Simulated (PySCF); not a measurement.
## A small calculation by hand: dipole moment from atomic charges

1,1-dibromo-1-chloroethane (C₂H₃Br₂Cl), SMILES C(Br)(Cl)(C)Br. Atoms are numbered in the order given.

```xyz
8

C     -1.8282     0.7201     0.0000
C     -0.3402     0.4338     0.0000
Cl     0.5856     1.9639     0.0000
Br     0.1374    -0.6099    -1.6031
Br     0.1374    -0.6099     1.6031
H     -2.0871     1.3012     0.8968
H     -2.3923    -0.2224     0.0000
H     -2.0871     1.3012    -0.8968
```

The structure is a stationary point at B3LYP-D3(BJ)/def2-SVP.

Charges (e) from PBE/def2-TZVP (PySCF):

```json
[
 {"atom": "C1", "Mulliken": "-0.342", "ESP fit": "-0.652"},
 {"atom": "C2", "Mulliken": "0.089", "ESP fit": "-0.258"},
 {"atom": "Cl3", "Mulliken": "-0.058", "ESP fit": "0.059"},
 {"atom": "Br4", "Mulliken": "-0.057", "ESP fit": "0.041"},
 {"atom": "Br5", "Mulliken": "-0.057", "ESP fit": "0.041"},
 {"atom": "H6", "Mulliken": "0.141", "ESP fit": "0.258"},
 {"atom": "H7", "Mulliken": "0.143", "ESP fit": "0.254"},
 {"atom": "H8", "Mulliken": "0.141", "ESP fit": "0.258"}
]
```

The dipole moment of the full density is 1.71 D.

Q: What dipole moment does each set of point charges give, and which comes closer to that of the density?

A: 
μ = Σ q r, and 1 e Å = 4.8032 D.
Mulliken: Σ q r = (-0.385, 0.083, 0.000) e Å, |μ| = 1.89 D.
ESP fit: Σ q r = (-0.359, 0.099, 0.000) e Å, |μ| = 1.79 D.
ESP fit comes closer in size. Point charges leave out the atoms' own dipoles (lone pairs, polarised bonds); fits to the potential absorb them, partitions of the density don't.
